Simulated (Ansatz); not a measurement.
Consider the formal exchange of groups at the Si–N bond: `CN([SiH3])[SiH2]Cl` + `BBCC` → `CCBB[SiH3]` + `CN[SiH2]Cl`.

Computed with Ansatz on PBE0-D4/def2-TZVP structures; ΔE is electronic, products minus reactants. CCSD(T)/CBS adds triple-zeta CCSD(T) − MP2 to the extrapolated MP2 energy (def2 sets, frozen cores). Functionals use def2-TZVPP. B3LYP here is the variant with VWN-RPA as its local correlation; programs differ in this. One conformer a species, not always the lowest.

```tsv
level	ΔE (kJ/mol)	difference from CCSD(T)/CBS
PBE-D4	35.5	-20.9
r2SCAN-D4	46.3	-10.1
PBE0-D4	42.5	-13.9
B3LYP-D4	54.1	-2.3
ωB97X-V	53.8	-2.6
ωB97M-V	57.3	0.9
B2PLYP	54.1	-2.3
PBE	30.1	-26.3
r2SCAN	45.1	-11.3
PBE0	37.8	-18.6
B3LYP	45.3	-11.1
HF/def2-TZVPP	63.8	7.4
MP2/def2-TZVPP	65.7	9.3
SCS-MP2/def2-TZVPP	66.2	9.8
CCSD/def2-TZVPP	57.0	0.6
CCSD(T)/def2-TZVPP	56.4	0.0
HF/def2-QZVPP	65.1	8.7
MP2/def2-QZVPP	66.2	9.8
SCS-MP2/def2-QZVPP	66.4	10.0
HF/CBS(def2)	65.3	8.9
MP2/CBS(def2)	65.7	9.3
CCSD/CBS(def2)	57.0	0.6
CCSD(T)/CBS	56.4	0
```

Largest T1 diagnostic among the species: 0.013.

The D4 term adds +8.8 kJ/mol with B3LYP and +4.7 kJ/mol with PBE0; it sums over pairs of atoms, weighted by their polarisabilities, and B3LYP, whose exchange is more repulsive, gets the larger term. From PBE to PBE0 (25 % exact exchange), in def2-TZVPP and without D4, ΔE moves by +7.7 kJ/mol.
